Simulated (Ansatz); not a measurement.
HfAl6, relaxed as a triplet with UKS r2SCAN-D4/def2-SVP in Ansatz, starting from the r2SCAN-D4/def2-SVP geometry of the neutral singlet. Force threshold 0.02 eV/Å.

In the def2 sets Hf takes a core potential; there is no spin–orbit coupling. The charge 0 triplet is spin-contaminated (final ⟨S²⟩ up to 2.13, 2.00 for a pure state). At r2SCAN-D4/def2-SVP a singlet of charge 0 lies 0.28 eV below the triplet, each at its own geometry. The structure comes from a short search, and lower isomers may exist.

Start:

```xyz
7

Hf    1.551    1.106    0.070
Al   -1.780   -1.085   -0.802
Al   -1.093    0.590    1.032
Al    0.671   -0.574   -1.933
Al   -0.771    1.401   -1.392
Al    0.997    0.047    2.555
Al    0.425   -1.485    0.469
```

| step | energy (eV) | largest force component (eV/Å) | SCF passes |
| --- | --- | --- | --- |
| 1 | -40870.1046 | 0.685 | 58 |
| 2 | -40870.2188 | 0.405 | 46 |
| 3 | -40870.2337 | 0.138 | 49 |
| 4 | -40870.2365 | 0.033 | 42 |
| 5 (rejected) | -40870.2364 | 0.070 | 43 |
| 6 | -40870.2374 | 0.046 | 43 |
| 7 | -40870.2382 | 0.007 | 47 |

Force components are those of the run's own axes.

End:

```tsv
atom	x (Å)	y (Å)	z (Å)
Hf1	1.549	1.116	0.059
Al2	-1.725	-1.075	-0.682
Al3	-1.145	0.663	1.061
Al4	0.720	-0.605	-1.967
Al5	-0.791	1.464	-1.408
Al6	0.914	-0.002	2.478
Al7	0.479	-1.561	0.460
```

By distances, no bond broke or formed. The bond that changes most is Al3–Al7, from 2.63 to 2.82 Å (atoms count from 1).

No frequencies were taken in this run, so the end may be a saddle point.

Run time 96 s (4 threads of Arm Neoverse V1 on a shared host).
